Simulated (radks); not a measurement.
The numbers below are computed, except where a source is named.
Numerical settings for neutral holmium, [Xe] 4f11 6s2. Level of theory: Dirac Kohn-Sham, BLYP, spin-unpolarised, spherical densities, finite nucleus; open shells are shared between the two j in proportion to 2j + 1; Fermi nuclear charge, rms radius 5.2022 fm (a radial shooting solver on a logarithmic mesh with Libxc functionals). The defaults (mesh step 0.008 in ln r, mesh end at 40 bohr or more with all orbitals vanishing there, Anderson mixing 0.5 over 9 steps, residual threshold near 1e-9 with the energy settled to 1e-9 hartree or 1e-11 of itself, here a cap of 58 iterations) give E = -12628.1241 hartree and 4f7/2 at -2.493 eV in 18 iterations. Run on one thread of a shared host, so times are rough (Arm Neoverse N1): 0.24 s of CPU time, 0.24 s wall, 18 iterations on 2440 mesh points. Changes against that run (0 stands for a change within the tolerance of the run):

| setting | iterations | converged | E (mhartree) | e(4f7/2) (meV) | CPU (s) |
|---|---|---|---|---|---|
| mesh step in ln r 0.02 | 17 | yes | +0.000418 | 0 | 0.11 |
| mesh step in ln r 0.012 | 16 | yes | 0 | 0 | 0.16 |
| mesh step in ln r 0.03 | 17 | yes | +0.00363 | 0 | 0.08 |
| mesh end (bohr) 400 | 18 | yes | 0 | 0 | 0.24 |
| mesh end (bohr) 8 | 17 | yes | +16.3 | +640 | 0.22 |
| residual threshold 0.001 | 10 | yes | +0.00162 | +13.3 | 0.17 |
| residual threshold 1e-16 | 58 | no | 0 | 0 | 0.44 |
| mixing 0.05 | 58 | no | +616 | -2.42e+04 | 1 |
| linear mixing, mixing 1 | 25 | no | diverged | - | 1.1 |
| linear mixing, mixing 0.8 | 58 | no | +1.16e+05 | +2.5e+03 | 1.9 |
| mixing history 2 | 30 | yes | 0 | 0 | 0.34 |
| iteration cap 2 | 2 | no | +386 | -1.31e+04 | 0.05 |

Settings that end as converged yet miss the energy by more than 1 mhartree: mesh end (bohr) 8 (+0.0163 hartree). A mesh that ends early acts as a hard wall.
